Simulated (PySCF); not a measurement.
Spinor energies of Hf²⁺ (hafnium, charge +2)

Start: [Xe] 4f14 5d2; 5d3/2 filled at m_j = +1/2, +3/2. Calculated with PySCF 2.14 in x2c-TZVPall-2c: generalised Hartree-Fock with the X2C-1e Hamiltonian and a Gaussian nucleus; one run each with spin-orbit coupling (SO) switched off, then screened by Boettger's factors.

| spinor shell | electrons | ε, spin-free (eV) | ε, screened SO (eV) | weight of nominal j (screened SO) | rms radius, screened SO (bohr) |
| --- | --- | --- | --- | --- | --- |
| 1s1/2 | 2 | -65706.8 | -65688.6 | 1.000 | 0.0215 |
| 2s1/2 | 2 | -11386.9 | -11381.3 | 1.000 | 0.0869 |
| 2p1/2 | 2 | -10001.4 | -10850.6 | 1.000 | 0.0740 |
| 2p3/2 | 4 | -10001.4 | -9653.2 | 1.000 | 0.0812 |
| 3s1/2 | 2 | -2665.6 | -2663.8 | 1.000 | 0.222 |
| 3p1/2 | 2 | -2244.3 | -2428.7 | 1.000 | 0.214 |
| 3p3/2 | 4 | -2244.3 | -2167.5 | 1.000 | 0.228 |
| 3d3/2 | 4 | -1741.0 | -1774.1 | 1.000 | 0.202 |
| 3d5/2 | 6 | -1741.0 | -1717.5 | 1.000 | 0.206 |
| 4s1/2 | 2 | -579.34 | -578.82 | 1.000 | 0.498 |
| 4p1/2 | 2 | -438.62 | -481.24 | 1.000 | 0.508 |
| 4p3/2 | 4 | -438.62 | -420.81 | 1.000 | 0.541 |
| 4d3/2 | 4 | -253.17 | -259.90 | 1.000 | 0.571 |
| 4d5/2 | 6 | -253.17 | -248.32 | 1.000 | 0.583 |
| 5s1/2 | 2 | -94.952 | -94.951 | 1.000 | 1.23 |
| 5p1/2 | 2 | -58.522 | -65.436 | 0.990 | 1.37 |
| 5p3/2 | 4 | -58.522 | -55.621 | 0.994 | 1.47 |
| 4f5/2 | 6 | -46.006 | -46.912 | 0.998 | 0.747 |
| 4f7/2 | 8 | -46.006 | -45.033 | 0.999 | 0.747 |
| 5d3/2 | 2 | -21.934 | -22.142 | 0.916 | 2.32 |

```csv
quantity,spin-free,screened SO
E (hartree),-15066.23110,-15082.08022
M_J,2,2
⟨J²⟩,8.008,6.286
⟨L²⟩,12.005,10.789
⟨S²⟩,2.003,1.772
```

Each row is a mean over spinors that exchange with the open shell spreads, by up to 2.948 eV (5p1/2).

⟨J²⟩ departs a little from M_J(M_J + 1) because the unrestricted spinors polarise the closed shells.

Breit and QED terms are absent; they matter most for the inner s and p1/2 levels.

Densities and radii are taken from the X2C orbitals without a picture-change correction, which distorts them close to the nucleus.

Without spin-orbit coupling the j labels of p, d and f shells carry no meaning; the spin-free column gives the mean over the occupied spinors of each nl shell, and its ⟨J²⟩ belongs to a mixture of degenerate components.
